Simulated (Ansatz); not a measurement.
Cost and result up the ladder for Sn2F3 (5 atoms). Charge 0, multiplicity 2. Geometry: PBE0-D4/def2-SVP.

```xyz
5

Sn    0.6241    0.2576   -1.4261
Sn   -0.1312   -0.6600    1.4231
F    -0.9254    0.7604   -0.0026
F     0.9685    0.7463    2.2364
F    -0.5360   -1.1044   -2.2308
```

Ansatz on 4 threads of Arm Neoverse V2 on a shared host. Times are rough, and most runs start from the orbitals of an earlier one. ωB97M-V/def2-TZVP serves as the yardstick here, not as an exact answer. Differences are given only for rows in sets of like size (and for xTB, whose basis is part of the method), since another set adds its own error. Binding counts from free atoms at the same level (Sn triplet, F doublet; other spins of the atoms weren't run), without zero-point energy or a counterpoise term.

In the def2 sets Sn takes a core potential; there is no spin–orbit coupling. LC-ωPBE has ω = 0.4 bohr⁻¹. Correlated methods freeze 11 core orbitals; core or outer-core shells of Sn are correlated, in sets that lack core-valence functions. The rows differ in basis, and correlated rows in double-zeta sets carry the largest basis error. Another isomer (doublet) lies 0.28 eV lower at PBE0-D4/def2-TZVP; other spin states weren't run for this one.

Correlated methods converge slowly with the basis, most of all in double-zeta sets.

```tsv
level	functions	wall time	binding energy per atom (eV)	difference from ωB97M-V/def2-TZVP (eV)
PBE-D4/def2-SVP	94	1.1 s	3.48	–
PBE0-D4/def2-SVP	94	1.8 s	3.20	–
PBE-D4/def2-TZVP (with forces)	193	3.3 s	3.52	0.21
LC-ωPBE/def2-TZVP	193	4.2 s	3.30	-0.01
PBE0-D4/def2-TZVP	193	4.7 s	3.27	-0.03
MP2/def2-TZVP	193	5.5 s	3.34	0.03
r2SCAN-D4/def2-TZVP	193	7.5 s	3.39	0.08
r2SCAN0-D4/def2-TZVP	193	9.5 s	3.17	-0.14
ωB97M-V/def2-TZVP	193	15 s	3.31	0.00
CCSD(T)/def2-SVP	94	29 s	2.93	–
```
